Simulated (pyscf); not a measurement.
# HO–Si:–Cl (SMILES O[Si]Cl), singlet

Gas-phase minimum from PySCF at ωB97X-D3(BJ)/def2-SVP, one conformer. Other isomers of HO–Si:–Cl [singlet] were not searched in full and may lie lower. 

SMILES: [Si](O)Cl
```xyz
4

O     -0.1897     0.7498    -1.1547
Si     1.3458     0.7640    -0.5359
Cl     0.9686    -0.0300     1.3888
H     -0.9205     0.4243    -0.6110
```
Charge 0, spin multiplicity 1.

Bonds (Å): O1–Si2 1.656, O1–H4 0.967, Si2–Cl3 2.116. Angles (°): Si2–O1–H4 119.6, O1–Si2–Cl3 99.9.

Properties at ωB97X-D3(BJ)/def2-SVP:

```json
{
 "harmonic_wavenumbers_unscaled": "265, 502, 545, 770, 914, 3866 cm⁻¹",
 "zero_point_energy": "9.8 kcal/mol",
 "rotational_symmetry_number": "1",
 "Entropy of this conformer at 298 K and 1 atm, rigid rotor and harmonic oscillator, modes under 100 cm⁻¹ raised to 100": "278.7 J/(mol K)",
 "dipole_moment": "0.98 D"
}
```

Single-point totals, which compare only within one level (frozen core for MP2 and CC):

| level | total energy (hartree) |
|---|---|
| ωB97X-D3(BJ)/def2-TZVP | -825.67701 |
| PBE/def2-TZVP | -825.23284 |
| r²SCAN/def2-TZVP | -825.54887 |
| B3LYP-D3(BJ)/def2-TZVP | -825.68675 |
| PBE0-D3(BJ)/def2-TZVP | -825.29318 |
| M06-2X/def2-TZVP | -825.58555 |
| ωB97M-D3(BJ)/def2-TZVP | -825.75935 |
| HF/def2-TZVPP | -824.00720 |
| MP2/def2-TZVPP | -824.53561 |
| CCSD/def2-TZVPP | -824.56195 |
| CCSD(T)/def2-TZVPP | -824.58510 |

The CCSD(T) − MP2 part came from Ansatz, without density fitting, on the same reference.
